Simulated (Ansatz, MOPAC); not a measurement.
Species: CH₇Si₂ (charge 0, doublet). SMILES: [SiH2][SiH2]C

Atoms: C1, Si2, Si3, H4, H5, H6, H7, H8, H9, H10. Bonds: C1-Si2, C1-H4, C1-H5, C1-H6, Si2-Si3, Si2-H7, Si2-H8, Si3-H9, Si3-H10.

Bond lengths (Å) and angles (degrees) optimised at MNDO with MOPAC; HF/3-21G with Ansatz (a first-principles code); HF/6-31G* with Ansatz; B3LYP/LANL2DZ with Ansatz, each started from the B3LYP-D3(BJ)/def2-TZVP structure (Ansatz) of the last column. A row stands for all coordinates that are equal there; 11 of 16 kinds are shown. 6-31G* holds six Cartesian d functions. No wavenumbers were computed at MNDO, B3LYP/LANL2DZ, so these may be saddle points.

```
coordinate   MNDO  HF/3-21G  HF/6-31G*  B3LYP/LANL2DZ  B3LYP-D3(BJ)/def2-TZVP
----------  -----  --------  ---------  -------------  ----------------------
C1-Si2      1.802     1.922      1.896          1.907                   1.884
C1-H4       1.107     1.085      1.086          1.098                   1.092
C1-H5       1.107     1.084      1.086          1.096                   1.091
Si2-Si3     2.122     2.381      2.348          2.344                   2.335
Si2-H7      1.381     1.490      1.480          1.487                   1.485
Si3-H9      1.373     1.490      1.480          1.488                   1.487
C1-Si2-Si3  114.2     112.6      113.9          113.6                   113.6
Si2-C1-H4   111.3     110.4      110.6          110.2                   110.4
Si2-C1-H5   112.2     110.5      111.2          111.1                   110.8
C1-Si2-H7   107.8     110.3      109.6          109.8                   109.9
Si3-Si2-H7  109.7     107.7      107.9          107.9                   107.7
```

Mean signed difference of all 9 bond lengths from B3LYP-D3(BJ)/def2-TZVP: MNDO -0.076 Å, HF/3-21G 0.009 Å, HF/6-31G* -0.002 Å, B3LYP/LANL2DZ 0.006 Å.
